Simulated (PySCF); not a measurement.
Dipole response of B⁺ (boron, charge +1)

[He] 2s2, closed-shell 1S. All numbers are calculated (PySCF 2.14, scalar relativity by spin-free X2C-1e, in x2c-QZVPPall with one added diffuse shell each of s, p, d, f type (8s5p4d3f1g, 73 functions)). Coupled (time-dependent) response in atomic units; α is the mean over directions.

```csv
method,mean α (bohr³),C₆ (like pair),S(−4)
UHF,11.35,31.59,114.0
PBE,10.61,28.70,98.94
PBE0,10.74,29.19,101.5
BP86,10.71,29.15,100.7
TPSS,10.76,30.09,96.12
```

S(−4) is the Cauchy moment in α(ω) = α(0) + S(−4) ω² + …

α(iu) at UHF:

| u (hartree) | α(iu) (bohr³) |
| --- | --- |
| 0 | 11.35 |
| 0.0500 | 11.07 |
| 0.100 | 10.32 |
| 0.200 | 8.138 |
| 0.300 | 6.068 |
| 0.500 | 3.438 |
| 0.750 | 1.939 |
| 1.00 | 1.242 |
| 1.50 | 0.6428 |
| 2.00 | 0.3976 |
| 3.00 | 0.1997 |
| 5.00 | 0.08328 |

A single London oscillator, α(iu) = α/(1 + u²/ω²), gives C₆ = (3/4) ω α². Matching the computed C₆ needs ω = 4 × 31.59 / (3 × 11.35²) = 0.327 hartree.

For an ion, C₆ is the dispersion term alone; charge-induced terms of lower order in 1/R come first.
